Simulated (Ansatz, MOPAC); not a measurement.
Species: SiBr, net charge 1, singlet state. SMILES of the parent species: [Si]Br

Atoms: Si1, Br2. Bonds: Si1-Br2.

Bond lengths (Å) and angles (degrees) optimised at PM3 with MOPAC; PM6 with MOPAC; HF/6-31G* with LANL2DZ past Ar with Ansatz (a first-principles code); PBE/6-31G* with LANL2DZ past Ar with Ansatz; B3LYP/LANL2DZ with Ansatz; B3LYP/6-31G* with LANL2DZ past Ar with Ansatz, each started from the B3LYP-D3(BJ)/def2-TZVP structure (Ansatz) of the last column. A row stands for all coordinates that are equal there. 6-31G* holds six Cartesian d functions.

```csv
coordinate,PM3,PM6,HF/6-31G* with LANL2DZ past Ar,PBE/6-31G* with LANL2DZ past Ar,B3LYP/LANL2DZ,B3LYP/6-31G* with LANL2DZ past Ar,B3LYP-D3(BJ)/def2-TZVP
Si1-Br2,1.811,2.138,2.131,2.172,2.245,2.164,2.122
```

Mean signed difference of all 1 bond lengths from B3LYP-D3(BJ)/def2-TZVP: PM3 -0.311 Å, PM6 0.016 Å, HF/6-31G* with LANL2DZ past Ar 0.009 Å, PBE/6-31G* with LANL2DZ past Ar 0.050 Å, B3LYP/LANL2DZ 0.123 Å, B3LYP/6-31G* with LANL2DZ past Ar 0.041 Å.
